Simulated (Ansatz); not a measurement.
Two isomers of CH6F2SiSn: A = `FC[SiH2][SnH2][F]`, B = `[CH3][Sn]([F])([F])[SiH3]`.

Computed with Ansatz on PBE0-D4/def2-TZVP structures; ΔE is electronic, products minus reactants. CCSD(T)/CBS adds triple-zeta CCSD(T) − MP2 to the extrapolated MP2 energy (def2 sets, frozen cores). DFT in def2-TZVPP. B3LYP here is the variant with VWN-RPA as its local correlation; programs differ in this. Elements past krypton have def2 core potentials. For Sn outer-core shells are correlated without core-valence functions, which leaves a few kJ/mol of doubt a bond. Each species was taken in one conformer, which may not be the lowest.

Q: Which isomer does CCSD(T)/CBS put lower? Give the gap. (Estimate.)

A: Ansatz gave: B, by 196.3 kJ/mol.

Q: Give E(B) − E(A) in kJ/mol with B3LYP, HF/def2-TZVPP, CCSD(T)/def2-TZVPP, CCSD/def2-TZVPP, ωB97M-V, PBE0-D4, PBE-D4. (Best estimate.)

A: Computed: B3LYP -183.5, HF/def2-TZVPP -177.3, CCSD(T)/def2-TZVPP -185.5, CCSD/def2-TZVPP -183.6, ωB97M-V -180.4, PBE0-D4 -177.3, PBE-D4 -179.4. None reverses the order clearly.

Largest T1 diagnostic: 0.014.

In def2-TZVPP, CCSD(T) changes the Hartree–Fock value by −8.2 kJ/mol (the triples alone add −2.0 kJ/mol) and MP2 by −22.0 kJ/mol.
